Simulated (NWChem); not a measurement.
System meant: C2H5ClTe; SMILES CC[Te]Cl

Input file for NWChem:

```
start job
memory heap 200 mb stack 900 mb global 1100 mb
geometry units angstroms noautoz
  Te    -0.712877     0.162809    -0.000177
  Cl     1.281533     1.465744     0.022538
  C      0.289263    -1.660911     0.585101
  C      1.329498    -2.142110    -0.402376
  H     -0.540456    -2.376786     0.713286
  H      0.713140    -1.462956     1.579947
  H      2.114112    -1.383812    -0.542927
  H      0.888189    -2.360068    -1.386114
  H      1.811330    -3.061528    -0.030322
end
basis spherical
  Te library def2-svp
  Cl library def2-svp
  C library def2-svp
  H library def2-svp
end
ecp
  Te library def2-ecp
end
dft
  xc pbe0
  iterations 4
  mulliken
end
task dft energy
```

End of the output:

```
    Atom       Charge   Shell Charges
 -----------   ------   -------------------------------------------------------
    1 Te  24    23.75   1.23  0.75  1.05  0.75  2.73  3.17  2.04  1.82  9.56  0.64
    2 Cl  17    17.16   2.00  1.96  1.07  0.85  5.82  2.24  3.19  0.02
    3 C    6     6.19   1.96  0.61  0.34  1.85  1.35  0.07
    4 C    6     6.08   1.96  0.58  0.31  1.89  1.27  0.07
    5 H    1     0.96   0.63  0.26  0.07
    6 H    1     0.96   0.64  0.25  0.07
    7 H    1     0.97   0.64  0.27  0.07
    8 H    1     0.97   0.64  0.26  0.07
    9 H    1     0.96   0.64  0.26  0.07

 center of mass
 --------------
 x =  -0.22306448 y =   0.14541524 z =  -0.01440424

 moments of inertia (a.u.)
 ------------------
         719.568392875880          -0.000000000000          -0.000000000000
          -0.000000000000         583.559968931469           0.000000000000
          -0.000000000000           0.000000000000        1223.702954622157

     Multipole analysis of the density
     ---------------------------------

     L   x y z        total         alpha         beta         nuclear
     -   - - -        -----         -----         ----         -------
     0   0 0 0      0.000000    -29.000000    -29.000000     58.000000

     1   1 0 0     -0.380778    -19.061441    -19.061441     37.742103
     1   0 1 0     -0.994948      2.748725      2.748725     -6.492399
     1   0 0 1      0.101611     -1.119859     -1.119859      2.341330

     2   2 0 0    -37.994557   -128.464188   -128.464188    218.933820
     2   1 1 0     -0.876842      6.252667      6.252667    -13.382176
     2   1 0 1      0.608602      3.980402      3.980402     -7.352202
     2   0 2 0    -37.585099   -207.337765   -207.337765    377.090430
     2   0 1 1     -0.911120     -0.618575     -0.618575      0.326030
     2   0 0 2    -40.210743    -34.412644    -34.412644     28.614545

 ------------------------------------------------------------------------
 dft energy failed                                                                                  0
 ------------------------------------------------------------------------
 ------------------------------------------------------------------------
  current input line :
    28: task dft energy
 ------------------------------------------------------------------------
 ------------------------------------------------------------------------
 This type of error is most commonly associated with calculations not reaching convergence criteria
 ------------------------------------------------------------------------
 For more information see the NWChem manual at https://nwchemgit.github.io

0:dft energy failed:Received an Error in Communication
```

### Question
Find the fault in this run and fix the input.

### Answer
Convergence was not reached. Cause: the SCF was allowed too few iterations. This input runs:
```
start job
memory heap 200 mb stack 900 mb global 1100 mb
geometry units angstroms noautoz
  Te    -0.712877     0.162809    -0.000177
  Cl     1.281533     1.465744     0.022538
  C      0.289263    -1.660911     0.585101
  C      1.329498    -2.142110    -0.402376
  H     -0.540456    -2.376786     0.713286
  H      0.713140    -1.462956     1.579947
  H      2.114112    -1.383812    -0.542927
  H      0.888189    -2.360068    -1.386114
  H      1.811330    -3.061528    -0.030322
end
basis spherical
  Te library def2-svp
  Cl library def2-svp
  C library def2-svp
  H library def2-svp
end
ecp
  Te library def2-ecp
end
dft
  xc pbe0
  iterations 150
  mulliken
end
task dft energy
```
It converges to -807.00758 Ha (PBE0/def2-SVP with def2 effective core potentials on Te).
